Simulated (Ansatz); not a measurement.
Ansatz (a quantum-chemistry and plane-wave program) input (CCSD(T,full)/cc-pwCVTZ):
A basis named .json is the Basis Set Exchange file of that set.

Ansatz 0.2 input:
```yaml
crystal:
  periodic: [false, false, false]
  atoms:
    - {symbol: C, position_ang: [2.63374915, 0.00260165, -0.52504426]}
    - {symbol: C, position_ang: [1.14168075, 0.31489507, -0.63145777]}
    - {symbol: C, position_ang: [0.29658534, -0.38935146, 0.43612118]}
    - {symbol: C, position_ang: [-1.19204730, -0.07325186, 0.33044447]}
    - {symbol: C, position_ang: [-1.61627854, 1.04093550, 1.04788325]}
    - {symbol: C, position_ang: [-1.92059094, -0.91133522, -0.50797020]}
    - {symbol: H, position_ang: [3.03066208, 0.30758182, 0.44875890]}
    - {symbol: H, position_ang: [3.21766414, 0.51515787, -1.29669235]}
    - {symbol: H, position_ang: [2.81880605, -1.07166530, -0.62774749]}
    - {symbol: H, position_ang: [0.76759569, 0.02186269, -1.61597562]}
    - {symbol: H, position_ang: [0.97811399, 1.39235768, -0.54465482]}
    - {symbol: H, position_ang: [0.45122721, -1.47153454, 0.34661841]}
    - {symbol: H, position_ang: [0.66680733, -0.09468878, 1.42555719]}
    - {symbol: H, position_ang: [-2.63923637, 1.39938192, 0.99577957]}
    - {symbol: H, position_ang: [-0.92807053, 1.59275152, 1.67801403]}
    - {symbol: H, position_ang: [-1.44915477, -1.75575468, -0.99785037]}
    - {symbol: H, position_ang: [-2.97300578, -0.74241249, -0.71166741]}
basis:
  gaussian:
    orbitals: cc-pwCVTZ.json
total_charge: -1
magnetization: {spin_polarized: false}
correlation: {method: ccsd_t, frozen_orbitals: {C: 0, H: 0}}
```

Output:

```
Functional definition: HF
integrals: 6.70 GiB planned
2361 factors; integrals over basis functions are off by at most 9.1e-4 eV
2.67 GiB of device memory are held for the factors and their scratch space
mean field: 2.79 GiB planned
mean field evaluation 1: about -6352.0458 eV, gradient 3.7e1 eV
mean field evaluation 2: about -6352.5517 eV, gradient 3.7e1 eV
mean field evaluation 4: about -6356.6545 eV, gradient 4.4e0 eV
mean field evaluation 8: about -6356.7195 eV, gradient 2.1e-1 eV
mean field evaluation 16: about -6355.6709 eV, gradient 1.3e1 eV
mean field -6356.71975959 eV, -233.6051424257 hartree, gradient 2.4e-6 eV, S^2 0.000000; 0 other end points of the search recorded, 0 dependent functions left out
reference -6356.71975959 eV, -233.6051424257 hartree; 24, 24 occupied and 388, 388 virtual orbitals, 2361 factors
second order -36.50593070 eV of doubles, -0.00000000 eV of singles
coupled cluster: 47.28 GiB planned
cycle   1  -37.33073629 eV  change   -8.2e-1 eV  update   1.2e-1
cycle   2  -38.10192544 eV  change   -7.7e-1 eV  update   3.2e-2
cycle   3  -38.24929864 eV  change   -1.5e-1 eV  update   1.7e-2
cycle   4  -38.23669623 eV  change    1.3e-2 eV  update   4.4e-3
cycle   5  -38.23624022 eV  change    4.6e-4 eV  update   2.2e-3
cycle   6  -38.23686828 eV  change   -6.3e-4 eV  update   6.6e-4
cycle   7  -38.23664872 eV  change    2.2e-4 eV  update   2.9e-4
cycle   8  -38.23648766 eV  change    1.6e-4 eV  update   9.9e-5
cycle   9  -38.23647196 eV  change    1.6e-5 eV  update   3.4e-5
perturbative correction -1.44116593 eV, -0.0529618710 hartree
Total energy: -6396.39739748 eV, -235.0632687237 hartree
```

It need not be the lowest isomer of its formula. Whether it binds its extra electron was not tested at this geometry.
